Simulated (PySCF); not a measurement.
A species of formula C8H16Si has this rotational fingerprint, computed with PBE0/pcSseg-1 in PySCF (dipole) on a GFN2-xTB geometry, gas phase:

| Property | Result |
| --- | --- |
| Rotational constants | A = 2654, B = 747.6, C = 647.5 MHz |
| Dipole components | \|μa\| = 0.09 D, \|μb\| = 0.45 D, \|μc\| = 0.05 D |
| Inertial defect | -85.95 u·Å² |
| κ | -0.90 |

Question: Which candidate fits, each taken in the one conformer that was computed?
A. `[CH2:1]=[C:2]([CH3:3])/[CH:4]=[C:5](\[SiH3:6])[CH:7]([CH3:8])[CH3:9]` with C1–C2–C4–C5 172°, C4–C5–C7–C8 -98°
B. `[CH2:1]=[CH:2][CH2:3][C@@H:4]1[CH2:5][SiH2:6][C@@H:7]([CH3:8])[CH2:9]1` with C1–C2–C3–C4 120°, C2–C3–C4–C5 -63°, C3–C4–C5–Si6 -161°, C4–C5–Si6–C7 14°, C5–Si6–C7–C8 -109°, Si6–C7–C9–C4 -36°
C. `[CH2:1]1[CH2:2][CH2:3][CH:4]([C@@H:5]2[CH2:6][CH2:7][SiH2:8]2)[CH2:9]1` with C3–C4–C5–C6 -69°, C9–C1–C2–C3 42°, C1–C2–C3–C4 -38°, C2–C3–C4–C5 -102°, C4–C5–C6–C7 -134°
D. `[CH:1]#[C:2][C@@:3]([CH3:4])([CH2:5][CH3:6])[CH2:7][SiH2:8][CH3:9]` with C2–C3–C5–C6 60°, C2–C3–C7–Si8 68°, C3–C7–Si8–C9 -55°

Answer: B. It is C=CC[C@@H]1C[SiH2][C@@H](C)C1, a near-prolate asymmetric top, point group C1. The candidates at the same level (rigid rotor, commonest isotopes):

```
                       SMILES  A (MHz)  B (MHz)  C (MHz)  μa (D)  μb (D)  μc (D)  Δ (u·Å²)  point group                        rotor
    C1CCC([C@@H]2CC[SiH2]2)C1     2967    817.6    690.9    0.16    0.20    0.02    -56.94           C1               asymmetric top
     C=C(C)/C=C(\[SiH3])C(C)C     1670    947.6    675.7    0.09    0.46    0.13    -87.99           C1               asymmetric top
      C#C[C@@](C)(CC)C[SiH2]C     1849    915.7    811.0    0.56    0.00    0.07   -202.01           C1               asymmetric top
C=CC[C@@H]1C[SiH2][C@@H](C)C1     2654    747.6    647.5    0.09    0.45    0.05    -85.95           C1  near-prolate asymmetric top
```

`C=C(C)/C=C(\[SiH3])C(C)C` has A 37 % too low; `C#C[C@@](C)(CC)C[SiH2]C` has A 30 % too low; `C1CCC([C@@H]2CC[SiH2]2)C1` has A 12 % too high. No structure here is proved a minimum.
